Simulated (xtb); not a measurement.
Si(AsH2)(F)(H)2 (AsFH4Si), SMILES F[SiH2][AsH2]. All values are semi-empirical tight-binding results from xtb (GFN2-xTB unless named), good for trends rather than for accurate numbers. The structure is a stationary point at GFN2-xTB.

Question: Estimate the properties. (An estimate is asked for; the answer gives what the named calculation found.)

Answer: 
```json
{
 "orbital_gap": "4.84 eV",
 "zero_point_energy": "20.8 kcal/mol",
 "G − E(el) at 298.15 K (modified RRHO)": "2.0 kcal/mol",
 "static polarisability (D4 model)": "63.7 bohr³",
 "solvation energy, GFN2-xTB/ALPB(water)": "-0.7 kcal/mol",
 "solvation energy, GFN2-xTB/ALPB(benzene)": "-2.2 kcal/mol"
}
```
